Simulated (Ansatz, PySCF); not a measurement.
Pulling on the Si2–N1 bond in H5NSi (SMILES N[SiH3]) (multiplicity 1 held, fragments rigid). Energies count from the point at 1.724 Å.
Geometry at that point (charge 0, multiplicity 1):
```
atom    x (Å)    y (Å)    z (Å)
----  -------  -------  -------
N      1.1401  -0.0792  -0.1102
Si    -0.5733   0.0471   0.0303
H      1.7367   0.6014   0.3334
H      1.5818  -0.9850  -0.1282
H     -1.1412  -0.2861   1.3661
H     -0.9523   1.4463  -0.2735
H     -1.1795  -0.8820  -0.9509
```

Restricted levels (R-, RO-) in cc, def2 and unpolarised 6-31G sets keep to the state of the molecule at rest. Unrestricted levels (U-) break spin symmetry where that is lower. Active spaces are followed from a long bond inwards. Curves can end on different states.

Frozen-core correlation. Rows in 3-21G, 6-31G* carry no dispersion term and start afresh at each structure (6-31G* with six Cartesian d functions). MP2/6-31G* freezes PySCF's default core.

Run with Ansatz (Gaussian orbitals); PySCF for 3-21G rows, 6-31G* rows. 

| level | energy at R = 5.516 Å (kJ/mol) |
|---|---|
| R-HF/3-21G | 874.1 |
| R-HF/6-31G* | 854.6 |
| R-HF/cc-pV(T+d)Z | 857.0 |
| R-B3LYP/cc-pV(T+d)Z | 606.1 |
| R-MP2/6-31G* | 380.5 |
| R-MP2/cc-pV(T+d)Z | 418.9 |
| R-SCS-MP2/cc-pV(T+d)Z | 347.8 |
| U-SCS-MP2/cc-pV(T+d)Z | 459.6 |
| FIC-MRCISD+Q on CASSCF(2,2)/cc-pV(T+d)Z | (withheld) |

Question: What belongs in the gaps?

Answer: 
- FIC-MRCISD+Q on CASSCF(2,2)/cc-pV(T+d)Z, energy at R = 5.516 Å (kJ/mol): 439.0

Doubts at one or more of the structures used: a restricted determinant that unrestricted orbitals would lower (R-HF/3-21G, R-HF/6-31G*, R-HF/cc-pV(T+d)Z, R-B3LYP/cc-pV(T+d)Z, R-MP2/6-31G*, R-MP2/cc-pV(T+d)Z, R-SCS-MP2/cc-pV(T+d)Z); a spin-contaminated determinant (U-SCS-MP2/cc-pV(T+d)Z).

Ansatz is a first-principles code.
